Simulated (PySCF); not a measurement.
A geometry optimisation, step by step.

Compound: C4H3BF2OS.
SMILES with atom numbers: `[CH3:1][S:2][c:3]1[c:4]([B:5]([F:6])[F:7])[c:8]1=[O:9]` (hydrogens: H10, H11, H12 on C1)

Computed by this run: PySCF 2.14.0, PBE0-D3(BJ)/def2-SVP geometry optimisation, gas phase; density fitting, grid level 2; the optimiser is geomeTRIC in internal coordinates, started from a GFN2-xTB structure. The frame can shift and turn from step to step; on so coarse a grid that alone can change the energy by a few meV, and forces under 0.02 eV/Å are noise.

Step 0: E = -23161.3539 eV, largest atomic force 1.056 eV/Å
```
atom  x, y, z in Å  |  force x, y, z in eV/Å
C1      2.034    0.509   -0.078   -0.301  -0.601  -0.245
S2      1.557   -1.115   -0.761    0.409   0.070  -0.010
C3     -0.093   -1.123   -0.506   -0.519   0.662   0.357
C4     -1.165   -0.391   -0.011    0.430  -0.853  -0.449
B5     -1.596    0.903    0.661   -0.138   0.870   0.438
F6     -2.849    1.216    0.905   -0.170  -0.303  -0.129
F7     -0.716    1.815    1.053    0.241  -0.158  -0.085
C8     -1.432   -1.674   -0.564    0.366   0.323   0.096
O9     -2.136   -2.579   -0.873   -0.535  -0.472  -0.146
H10     1.720    0.567    0.958   -0.084   0.070   0.432
H11     1.563    1.295   -0.659   -0.152   0.366  -0.220
H12     3.114    0.576   -0.153    0.452   0.025  -0.040
```

Step 1: E = -23161.3832 eV, largest atomic force 0.445 eV/Å
```
atom  x, y, z in Å  |  force x, y, z in eV/Å
C1      1.999    0.668   -0.278    0.048   0.097  -0.059
S2      1.498   -0.865   -1.100   -0.041   0.042  -0.007
C3     -0.120   -0.984   -0.655    0.036  -0.317   0.035
C4     -1.157   -0.480    0.090   -0.035   0.262  -0.142
B5     -1.578    0.670    1.031    0.016  -0.426   0.129
F6     -2.827    0.802    1.417    0.036   0.149  -0.015
F7     -0.673    1.497    1.524   -0.070   0.138  -0.041
C8     -1.405   -1.660   -0.666   -0.055   0.106   0.093
O9     -2.110   -2.553   -1.035    0.063  -0.016  -0.043
H10     1.695    0.669    0.776    0.013  -0.039  -0.013
H11     1.555    1.529   -0.799    0.034   0.000   0.052
H12     3.095    0.721   -0.353   -0.045   0.004   0.013
```

Step 2: E = -23161.3884 eV, largest atomic force 0.278 eV/Å
```
atom  x, y, z in Å  |  force x, y, z in eV/Å
C1      2.006    0.670   -0.268   -0.025   0.025  -0.020
S2      1.484   -0.836   -1.133   -0.007   0.031  -0.015
C3     -0.125   -0.987   -0.664    0.084  -0.076   0.081
C4     -1.159   -0.492    0.094   -0.056  -0.012   0.008
B5     -1.586    0.648    1.043   -0.011   0.152  -0.233
F6     -2.831    0.824    1.419   -0.011  -0.130   0.044
F7     -0.698    1.536    1.455    0.086  -0.005   0.110
C8     -1.402   -1.674   -0.660   -0.090   0.058   0.037
O9     -2.096   -2.575   -1.028    0.031  -0.015  -0.023
H10     1.737    0.617    0.795    0.006  -0.009   0.004
H11     1.546    1.554   -0.729   -0.007  -0.002   0.014
H12     3.098    0.730   -0.371   -0.001  -0.016  -0.007
```

Step 3: E = -23161.3939 eV, largest atomic force 0.130 eV/Å
```
atom  x, y, z in Å  |  force x, y, z in eV/Å
C1      2.005    0.671   -0.267   -0.020   0.007  -0.009
S2      1.487   -0.838   -1.130   -0.007   0.025  -0.019
C3     -0.123   -0.989   -0.663    0.077  -0.067   0.080
C4     -1.158   -0.486    0.088    0.001   0.041  -0.076
B5     -1.585    0.659    1.029    0.009  -0.009  -0.009
F6     -2.831    0.806    1.416   -0.009  -0.015   0.015
F7     -0.698    1.536    1.469    0.000  -0.007   0.009
C8     -1.402   -1.672   -0.659   -0.074   0.033   0.016
O9     -2.096   -2.574   -1.026    0.021  -0.003  -0.011
H10     1.742    0.614    0.796    0.006  -0.003   0.006
H11     1.539    1.555   -0.723   -0.009   0.002   0.004
H12     3.095    0.733   -0.377    0.005  -0.004  -0.006
```

Step 4: E = -23161.3950 eV, largest atomic force 0.099 eV/Å
```
atom  x, y, z in Å  |  force x, y, z in eV/Å
C1      2.001    0.675   -0.265    0.000  -0.002   0.001
S2      1.492   -0.838   -1.125   -0.011   0.021  -0.019
C3     -0.118   -0.993   -0.661    0.048  -0.059   0.064
C4     -1.155   -0.486    0.084    0.005   0.045  -0.080
B5     -1.585    0.658    1.025    0.005  -0.028   0.047
F6     -2.831    0.796    1.415   -0.006   0.003   0.001
F7     -0.700    1.532    1.474   -0.009  -0.003  -0.013
C8     -1.400   -1.671   -0.662   -0.038   0.015   0.001
O9     -2.093   -2.572   -1.034    0.007  -0.001  -0.004
H10     1.748    0.613    0.801    0.006   0.001   0.002
H11     1.523    1.555   -0.716   -0.008   0.000   0.002
H12     3.090    0.746   -0.384    0.001   0.008  -0.003
```

Step 5: E = -23161.3966 eV, largest atomic force 0.083 eV/Å
```
atom  x, y, z in Å  |  force x, y, z in eV/Å
C1      1.995    0.685   -0.257    0.015  -0.012   0.011
S2      1.504   -0.833   -1.117    0.001   0.001  -0.010
C3     -0.105   -1.001   -0.657   -0.009  -0.009   0.026
C4     -1.148   -0.488    0.075    0.011   0.026  -0.050
B5     -1.586    0.648    1.020   -0.010  -0.025   0.078
F6     -2.834    0.769    1.411    0.007   0.021  -0.005
F7     -0.710    1.526    1.478   -0.020  -0.010  -0.028
C8     -1.394   -1.672   -0.671    0.026  -0.021  -0.028
O9     -2.084   -2.569   -1.054   -0.013   0.009   0.010
H10     1.776    0.607    0.815    0.003   0.004  -0.001
H11     1.481    1.556   -0.685   -0.005   0.001  -0.001
H12     3.079    0.786   -0.406   -0.005   0.017  -0.003
```

Step 6: E = -23161.3973 eV, largest atomic force 0.074 eV/Å
```
atom  x, y, z in Å  |  force x, y, z in eV/Å
C1      1.990    0.696   -0.248    0.016  -0.008   0.009
S2      1.515   -0.825   -1.112    0.011  -0.011   0.003
C3     -0.093   -1.007   -0.656   -0.045   0.023  -0.007
C4     -1.143   -0.492    0.067   -0.015   0.009  -0.007
B5     -1.590    0.636    1.017   -0.006  -0.007   0.060
F6     -2.838    0.749    1.410    0.010   0.002  -0.017
F7     -0.719    1.518    1.477   -0.004  -0.001  -0.017
C8     -1.385   -1.674   -0.682    0.060  -0.031  -0.030
O9     -2.074   -2.570   -1.073   -0.020   0.007   0.010
H10     1.799    0.602    0.829    0.001   0.002  -0.002
H11     1.443    1.557   -0.655   -0.002   0.001   0.001
H12     3.066    0.825   -0.423   -0.006   0.014  -0.002
```

Step 7: E = -23161.3975 eV, largest atomic force 0.075 eV/Å
```
atom  x, y, z in Å  |  force x, y, z in eV/Å
C1      1.988    0.706   -0.240    0.003   0.000   0.003
S2      1.524   -0.816   -1.109    0.013  -0.017   0.012
C3     -0.085   -1.008   -0.657   -0.054   0.041  -0.032
C4     -1.139   -0.497    0.061   -0.003  -0.007   0.026
B5     -1.594    0.623    1.018   -0.006   0.005  -0.004
F6     -2.845    0.726    1.406    0.009   0.003   0.004
F7     -0.731    1.512    1.479   -0.004  -0.008   0.002
C8     -1.375   -1.677   -0.693    0.060  -0.027  -0.017
O9     -2.062   -2.572   -1.090   -0.015   0.003   0.003
H10     1.822    0.599    0.840    0.001   0.000   0.000
H11     1.414    1.559   -0.627   -0.001   0.002   0.003
H12     3.057    0.861   -0.436   -0.003   0.006  -0.001
```

Step 8: E = -23161.3977 eV, largest atomic force 0.077 eV/Å
```
atom  x, y, z in Å  |  force x, y, z in eV/Å
C1      1.984    0.719   -0.230   -0.011   0.009  -0.005
S2      1.533   -0.801   -1.109    0.013  -0.016   0.020
C3     -0.076   -1.006   -0.661   -0.038   0.047  -0.048
C4     -1.137   -0.504    0.053   -0.021  -0.022   0.044
B5     -1.602    0.607    1.017    0.013   0.011  -0.035
F6     -2.852    0.702    1.407   -0.003  -0.015   0.001
F7     -0.744    1.499    1.480    0.013   0.005   0.017
C8     -1.362   -1.683   -0.707    0.035  -0.011   0.009
O9     -2.043   -2.579   -1.109   -0.002  -0.003  -0.008
H10     1.842    0.597    0.852    0.001  -0.003   0.001
H11     1.384    1.563   -0.594   -0.001   0.002   0.005
H12     3.045    0.901   -0.446    0.001  -0.004  -0.001
```

Step 9: E = -23161.3978 eV, largest atomic force 0.069 eV/Å
```
atom  x, y, z in Å  |  force x, y, z in eV/Å
C1      1.977    0.738   -0.215   -0.018   0.014  -0.010
S2      1.544   -0.778   -1.110    0.004  -0.008   0.023
C3     -0.066   -0.999   -0.671    0.000   0.036  -0.059
C4     -1.135   -0.514    0.043   -0.016  -0.034   0.046
B5     -1.610    0.584    1.016    0.020   0.012  -0.065
F6     -2.861    0.665    1.405   -0.011  -0.014   0.012
F7     -0.761    1.482    1.483    0.012   0.005   0.026
C8     -1.342   -1.691   -0.727   -0.013   0.007   0.037
O9     -2.014   -2.592   -1.134    0.015  -0.006  -0.019
H10     1.864    0.595    0.867    0.002  -0.004   0.002
H11     1.349    1.573   -0.552    0.000   0.001   0.005
H12     3.028    0.951   -0.453    0.005  -0.008   0.001
```

Step 10: E = -23161.3978 eV, largest atomic force 0.086 eV/Å
```
atom  x, y, z in Å  |  force x, y, z in eV/Å
C1      1.966    0.766   -0.196   -0.015   0.011  -0.008
S2      1.557   -0.743   -1.113   -0.009   0.003   0.017
C3     -0.053   -0.988   -0.687    0.050   0.019  -0.050
C4     -1.132   -0.529    0.029   -0.008  -0.040   0.026
B5     -1.621    0.553    1.013    0.020   0.007  -0.051
F6     -2.872    0.613    1.406   -0.016  -0.011   0.010
F7     -0.782    1.457    1.489    0.009   0.005   0.019
C8     -1.314   -1.703   -0.753   -0.065   0.019   0.053
O9     -1.970   -2.612   -1.168    0.028  -0.003  -0.022
H10     1.884    0.596    0.886    0.000  -0.002   0.002
H11     1.305    1.588   -0.498    0.000   0.000   0.003
H12     3.004    1.016   -0.454    0.005  -0.009   0.002
```

Step 11: E = -23161.3979 eV, largest atomic force 0.083 eV/Å
```
atom  x, y, z in Å  |  force x, y, z in eV/Å
C1      1.957    0.786   -0.183   -0.003   0.004  -0.002
S2      1.565   -0.717   -1.116   -0.016   0.010   0.005
C3     -0.045   -0.981   -0.699    0.062   0.000  -0.028
C4     -1.129   -0.540    0.020    0.005  -0.032   0.006
B5     -1.626    0.531    1.011    0.007   0.002  -0.020
F6     -2.877    0.577    1.406   -0.009  -0.003   0.005
F7     -0.794    1.437    1.494    0.000   0.000   0.006
C8     -1.296   -1.711   -0.771   -0.071   0.020   0.039
O9     -1.939   -2.626   -1.194    0.024   0.001  -0.014
H10     1.887    0.601    0.897   -0.002   0.000   0.001
H11     1.280    1.602   -0.469    0.001   0.001   0.000
H12     2.989    1.055   -0.446    0.003  -0.004   0.003
```

Step 12: E = -23161.3979 eV, largest atomic force 0.046 eV/Å
```
atom  x, y, z in Å  |  force x, y, z in eV/Å
C1      1.949    0.804   -0.173    0.006  -0.004   0.005
S2      1.571   -0.696   -1.118   -0.013   0.013  -0.009
C3     -0.038   -0.975   -0.709    0.042  -0.014   0.005
C4     -1.126   -0.551    0.014    0.017  -0.013  -0.007
B5     -1.629    0.512    1.011   -0.010  -0.002   0.013
F6     -2.880    0.548    1.406    0.001   0.003  -0.002
F7     -0.802    1.419    1.501   -0.006  -0.004  -0.008
C8     -1.283   -1.717   -0.784   -0.043   0.013   0.005
O9     -1.915   -2.636   -1.215    0.010   0.002  -0.002
H10     1.878    0.609    0.905   -0.004   0.002   0.000
H11     1.267    1.616   -0.454    0.001   0.002  -0.003
H12     2.980    1.081   -0.432   -0.001   0.002   0.003
```

Step 13: E = -23161.3980 eV, largest atomic force 0.025 eV/Å
```
atom  x, y, z in Å  |  force x, y, z in eV/Å
C1      1.948    0.806   -0.171    0.006  -0.003   0.004
S2      1.572   -0.693   -1.118   -0.008   0.010  -0.010
C3     -0.036   -0.976   -0.710    0.018  -0.015   0.011
C4     -1.125   -0.552    0.013    0.016  -0.006  -0.001
B5     -1.629    0.509    1.011   -0.012  -0.001   0.011
F6     -2.881    0.544    1.406    0.003   0.002  -0.002
F7     -0.803    1.417    1.502   -0.004  -0.003  -0.006
C8     -1.282   -1.718   -0.786   -0.019   0.009  -0.008
O9     -1.912   -2.636   -1.219    0.003   0.001   0.001
H10     1.874    0.611    0.906   -0.004   0.002  -0.001
H11     1.267    1.619   -0.454    0.001   0.002  -0.002
H12     2.979    1.083   -0.427   -0.001   0.002   0.003
```

**Question.** Summarise the path.

**Answer.** The energy falls by 1.02 kcal/mol from step 0 to step 13; nine tenths of that is first reached at step 3. It falls at every step. The largest force goes from 1.056 to 0.025 eV/Å. Among the bonds C4–B5 changes most, from 1.521 to 1.541 Å; the atoms move by 0.056 Å rms after alignment.

**Question.** Follow the three bonds and two angles with the largest change from start to end.

**Answer.** 
```csv
step,E above end (kcal/mol),largest force (eV/Å),C4–B5 (Å),C3–C4 (Å),C1–H12 (Å),F6–B5–F7 (°),S2–C3–C8 (°)
0,1.02,1.056,1.521,1.389,1.085,114.4,155.3
1,0.34,0.445,1.546,1.372,1.099,118.6,151.9
2,0.22,0.278,1.544,1.374,1.098,117.2,152.3
3,0.09,0.130,1.542,1.374,1.098,117.7,152.5
4,0.07,0.099,1.542,1.374,1.098,117.7,152.7
5,0.03,0.083,1.541,1.374,1.098,117.7,153.1
6,0.02,0.074,1.541,1.374,1.098,117.6,153.4
7,0.01,0.075,1.542,1.374,1.098,117.8,153.5
8,0.01,0.077,1.542,1.374,1.098,117.7,153.4
9,0.00,0.069,1.542,1.374,1.098,117.8,153.2
10,0.00,0.086,1.542,1.373,1.098,117.8,153.1
11,0.00,0.083,1.542,1.373,1.098,117.8,153.0
12,0.00,0.046,1.541,1.374,1.098,117.7,153.1
13,0.00,0.025,1.541,1.374,1.098,117.7,153.3
```

The cost below is that of the whole optimisation. Time: 2.2 min; peak memory 0.72 GiB. Hardware: Arm Neoverse V1, one thread, on a shared host.
